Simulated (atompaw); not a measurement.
## What one change does to a pseudopotential (Mn (Z = 25), PAW (atompaw))

manganese (Mn), PAW, made with atompaw 4.2.0.5 (PBE, scalar-relativistic). Core [Ne], reference 3s2 3p6 3d4 4s0 4p0 (charge +3). Waves: 3s (bound): rc 1.15 bohr; 4s (bound, empty): rc 1.70 bohr; 3p (bound): rc 0.95 bohr; 4p (bound, empty): rc 1.70 bohr; 3d (bound): rc 1.70 bohr; 3d channel at -2.7 Ry: rc 1.70 bohr. Local part: troulliermartins scheme with l = 3 at 0 Ry, radius 1.50 bohr. Core correction: smooth core density matched at 0.95 bohr. Augmentation charge: besselshape compensation charge, radius 1.45 bohr; PAW radius 1.70 bohr; waves and projectors: custom rrkj gramschmidtortho.

Change: all radii scaled by about 0.80 (s 0.92, p 0.76, d 1.36 bohr); local potential troulliermartins scheme with l = 3 at 0 Ry, radius 1.20 bohr; augmentation besselshape compensation charge, radius 1.16 bohr; PAW radius 1.36 bohr; waves and projectors: custom rrkj gramschmidtortho; core correction smooth core density matched at 0.76 bohr.

Cutoffs: the cutoffs (Ry, on a coarse ladder) from which the occupation-weighted sum of valence levels, in a spherical-Bessel basis at the reference potential, stays within 10 and 1 mRy of its value at 400 Ry; they do not see the model core or the augmentation charge, which bear on the density cutoff.

Problem. What does the change do?

Solution. The potential gets harder (90 Ry and 160 Ry → 120 Ry and 260 Ry); the bound ghost in p disappears. A smaller radius makes the pseudo-wave follow the all-electron one further in, where it bends more sharply, so more plane waves are needed.

| quantity | base | changed |
| --- | --- | --- |
| cutoff, loose | 90 Ry | 120 Ry |
| cutoff, tight | 160 Ry | 260 Ry |
| loose cutoff by channel (10 mRy a level) | s 35 Ry, p 70 Ry, d 35 Ry | s 30 Ry, p 70 Ry, d 50 Ry |
| bound ghosts | p | none |
| lowest overlap eigenvalue by channel | s 0.13, p 0.42, d 1.00 | s 0.12, p 0.09, d 0.92 |

 A true bound ghost makes a file unfit for plane-wave use even where its test errors are small: the radial tests pick states by their node count and pass the ghost by. The cutoffs see the waves, projectors and local potential, not the compensation charge or the core.
